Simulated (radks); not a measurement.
Results of a calculation; reference values are marked as such.
Kinetic energies: the exact non-interacting value of the Kohn-Sham orbitals and orbital-free approximations, as 100 (|E| - |E exact|)/|E exact|, negative where the magnitude is too small. Species: K4+ [Ne] 3s2 3p3; S4+ [Ne] 3s2; Fe16+ [Ne]; Ga19+ [Ne] 3s2; Mg8+ [He] 2s2. Level of theory: non-relativistic Kohn-Sham, PBE, spin-polarised, spherical densities, point nucleus (a radial shooting solver on a logarithmic mesh with Libxc functionals). Every spin shell is full or empty, so the densities are truly spherical. Functionals are evaluated on that one density, not self-consistently.

functional           K4+      S4+    Fe16+    Ga19+     Mg8+
exact (hartree)  593.953  393.280  1139.30  1722.49  161.886
Thomas-Fermi       -7.04    -7.33    -6.50    -6.73   -10.90
von Weizsacker    -41.69   -38.33   -41.47   -43.97   -11.93
TF + vW/9          -0.56    -0.47    0.00    -0.50    -1.12
TF + vW/5          +4.62    +5.01    +5.21    +4.48    +6.71
LC94               +0.14    +0.21    +0.64    +0.21    -1.07
APBEK              +0.26    +0.33    +0.73    +0.31    -1.04
revAPBEK           +0.59    +0.70    +1.07    +0.62    -0.28
Perdew 92          -0.55    -0.46    +0.02    -0.49    -1.10
Thakkar            -0.12    +0.01    +0.35    -0.11    -0.89
Pearson            -1.45    -1.58    -1.00    -1.32    -5.10
LKT               +29.09   +31.28   +30.10   +27.85   +49.41
PG1               +23.48   +25.39   +24.60   +22.46   +42.27
Ernzerhof          +0.02    +0.18    +0.80    +0.07    +0.81
